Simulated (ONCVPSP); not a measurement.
# Cutoff test, Se (Z = 34), ONCV

Se, optimised norm-conserving Vanderbilt (ONCV), made with ONCVPSP 4.0.1 (PBE, scalar-relativistic). Core [Ar], reference 3d10 4s2 4p3.75 (charge +0.25). Waves: 4s: rc 1.30 bohr, ncon 4, nbas 9, qcut 5.9 1/bohr, 1 projector; 4p: rc 1.80 bohr, ncon 5, nbas 8, qcut 4.6 1/bohr, 2 projectors, debl 3.2 Ha; 3d: rc 0.90 bohr, ncon 3, nbas 8, qcut 18 1/bohr, 2 projectors, debl 1.9 Ha; f scattering state at 0.14 Ha: rc 1.90 bohr, ncon 4, nbas 7, qcut 5.5 1/bohr, 2 projectors, debl 0.4 Ha. Local part: polynomial inside 0.55 bohr (lpopt 1, dvloc0 2 Ha). Core correction: Teter function, fcfact 3.25, rcfact 1.35.

In the d channel the program set the typed energies aside and used -2.042, 0.250 Ha.

Q: For each optimised wave give the share of its norm inside rc, the residual kinetic energy above qcut (Ha) and the cutoffs (Ha) for errors of 10, 1, 0.1 and 0.01 mHa per electron.

A:

```json
{"wave": "4s", "norm inside rc": "0.225", "residual KE": "4.0e-04", "10 mHa": "8.3", "1 mHa": "11.6", "0.1 mHa": "116.0", "0.01 mHa": "147.7"}
{"wave": "4p", "norm inside rc": "0.351", "residual KE": "1.0e-03", "10 mHa": "3.1", "1 mHa": "10.7", "0.1 mHa": "39.3", "0.01 mHa": "54.0"}
{"wave": "p projector 2", "norm inside rc": "0.113", "residual KE": "6.5e-03", "10 mHa": "9.8", "1 mHa": "20.9", "0.1 mHa": "66.5", "0.01 mHa": "80.6"}
{"wave": "3d", "norm inside rc": "0.832", "residual KE": "1.5e-06", "10 mHa": "109.2", "1 mHa": "127.0", "0.1 mHa": "140.6", "0.01 mHa": "151.9"}
{"wave": "d projector 2", "norm inside rc": "0.021", "residual KE": "1.7e-07", "10 mHa": "81.7", "1 mHa": "106.9", "0.1 mHa": "126.5", "0.01 mHa": "141.5"}
{"wave": "f projector 1", "norm inside rc": "0.000", "residual KE": "3.5e-07", "10 mHa": "0.4", "1 mHa": "1.0", "0.1 mHa": "3.1", "0.01 mHa": "7.7"}
{"wave": "f projector 2", "norm inside rc": "0.013", "residual KE": "2.1e-05", "10 mHa": "2.5", "1 mHa": "6.5", "0.1 mHa": "11.9", "0.01 mHa": "16.5"}
```

The occupied waves need 127 Ha and 141 Ha for 1 and 0.1 mHa. Rows with under 1 % of the norm inside rc give no meaningful cutoff. Note: ghosts flagged at negative energy: s at -436.8 eV; GHOST(+) flagged for f at 33.3 eV, p at 45.2 eV. A true bound ghost makes a file unfit for plane-wave use.
